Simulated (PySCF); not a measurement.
# How neighbours change a Si atom

Gas-phase molecules, one conformer each, optimised by PBE0-D3(BJ)/def2-SVP. No frequency run checks that these structures are minima. Shifts by GIAO PBE0/pcSseg-1 against computed TMS. Core levels by delta-SCF with SCAN, pcX-2 on the ionised atom and pcseg-1 elsewhere, spin-free X2C (2p3/2 is the spin-free 2p value less a third of a first-order spin-orbit splitting); from the vacuum level. Excitations by CAM-B3LYP/def2-SVPD.

(1) Order these by the core level of Si (eV), lowest first.
A. C[Si]([SiH3])(N[SiH3])N[SiH3] (Si bonded to 1 C + 2 N + 1 Si)
B. C[Si]([SiH3])([SiH3])[SiH3] (Si bonded to 1 C + 3 Si)
C. C[Si](N[SiH3])(N[SiH3])N[SiH3] (Si bonded to 1 C + 3 N)
D. C[Si]([SiH3])([SiH3])N[SiH3] (Si bonded to 1 C + 1 N + 2 Si)

(2) Give the other values.

Results:

(1) B (105.75), D (106.21), A (106.53), C (106.86).

(2) 
| structure (SMILES) | Si bonded to | shift of Si (ppm) | core level of Si (eV) | lowest singlet (eV) |
| --- | --- | --- | --- | --- |
| C[Si]([SiH3])([SiH3])[SiH3] | 1 C + 3 Si | -95.1 | 105.75 | 6.50 |
| C[Si](N[SiH3])(N[SiH3])N[SiH3] | 1 C + 3 N | -15.1 | 106.86 | 6.38 |
| C[Si]([SiH3])([SiH3])N[SiH3] | 1 C + 1 N + 2 Si | -12.5 | 106.21 | 5.71 |
| C[Si]([SiH3])(N[SiH3])N[SiH3] | 1 C + 2 N + 1 Si | -1.8 | 106.53 | 6.12 |
